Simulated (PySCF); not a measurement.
Si(Cl)(H)2(SeH) (ClH3SeSi), SMILES Cl[SiH2][SeH].

Geometry optimised at TPSSh-D3(BJ)/def2-SVP. One conformer was computed; it need not be the lowest.

These are PySCF with TPSSh-D3(BJ)/def2-SVP values and carry that method's errors.

Frequencies are harmonic and unscaled.

Problem. List the normal modes with their intensities. (Estimate from the structure and the level; the computed values follow.)

Solution. 
```tsv
mode	ν (cm⁻¹)	IR (km/mol)	moving atoms (share of kinetic energy)
1	64	7.7	H 96 %
2	127	1.3	Cl 53 %, Se 28 %, Si 16 %
3	402	18.9	Si 64 %, Se 23 %, H 9 %
4	551	85.1	Si 49 %, Cl 43 %
5	565	20.7	H 84 %, Si 14 %
6	650	4.3	H 90 %
7	659	2.9	H 97 %
8	863	320.6	H 91 %, Si 9 %
9	978	141.1	H 96 %
10	2271	91.3	H 98 %
11	2278	110.2	H 95 %
12	2415	12.7	H 99 %
```
